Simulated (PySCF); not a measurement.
## The first ionisation energy along the 3d series

Calculated with PySCF 2.14 from differences of total energies of unrestricted determinants, without spin-orbit coupling. Values in eV. The last column holds reference values (NIST; (s) semi-empirical, (t) theoretical, else measured). Unmarked ones compare directly (S terms, centres of terms, or small fine structure); those marked * lie between the lowest fine-structure levels and include a spin-orbit shift.

| element | configurations | UHF | LDA | PBE | MP2 (valence) | SCS-MP2 (valence) | MP2 (valence and next inner shell) | reference |
| --- | --- | --- | --- | --- | --- | --- | --- | --- |
| Sc (aug-cc-pwCVTZ, non-relativistic) | [Ar] 3d1 4s2 → [Ar] 3d1 4s1 | 5.360 | 6.653 | n/a | 6.079 | 6.229 | 6.329 | 6.562 |
| Ti (aug-cc-pwCVTZ, non-relativistic) | [Ar] 3d2 4s2 → [Ar] 3d2 4s1 | 5.524 | 6.874 | 6.640 | 6.347 | 6.525 | 6.552 | 6.828 |
| V (aug-cc-pwCVTZ, non-relativistic) | [Ar] 3d3 4s2 → [Ar] 3d4 | 5.918 | 6.182 | 6.107 | 6.312 | 6.849 | 6.062 | 6.732 |
| Cr (aug-cc-pwCVTZ, non-relativistic) | [Ar] 3d5 4s1 → [Ar] 3d5 | 5.902 | 7.459 | 7.258 | 6.396 | 6.067 | 6.642 | 6.767 |
| Mn (aug-cc-pwCVTZ, non-relativistic) | [Ar] 3d5 4s2 → [Ar] 3d5 4s1 | 5.973 | 7.489 | 7.166 | 6.987 | 7.216 | 7.094 | 7.434 |
| Co (aug-cc-pwCVTZ, non-relativistic) | [Ar] 3d7 4s2 → [Ar] 3d8 | 7.854 | 7.378 | 7.276 | 6.917 | 6.928 | 6.553 | 7.869 |
| Ni (aug-cc-pwCVTZ, non-relativistic) | [Ar] 3d8 4s2 → [Ar] 3d9 | 7.722 | 7.014 | 7.121 | 6.417 | 6.617 | 5.929 | 7.640 * |
| Cu (aug-cc-pwCVTZ-PP with ECP10MDF, ECP) | [Ar] 3d10 4s1 → [Ar] 3d10 | 6.585 | 8.631 | 8.341 | 7.648 | 7.480 | 7.742 | 7.726 |
| Zn (aug-cc-pwCVTZ-PP with ECP10MDF, ECP) | [Ar] 3d10 4s2 → [Ar] 3d10 4s1 | 7.781 | 9.903 | 9.557 | 9.175 | 9.187 | 9.239 | 9.394 |

Fill in the row of Fe (aug-cc-pwCVTZ, non-relativistic) ([Ar] 3d6 4s2 → [Ar] 3d6 4s1).

UHF 6.362; LDA 8.027; PBE 7.726; MP2 (valence) 7.454; SCS-MP2 (valence) 7.643; MP2 (valence and next inner shell) 7.555; reference 7.904 (eV).

"Valence" correlates the outer s and p shells and, in groups 3 to 12 and the f block, the outer d or f shell, open or full, or the next shell where the ion has no valence electron left; the wider scheme adds the next inner shell.
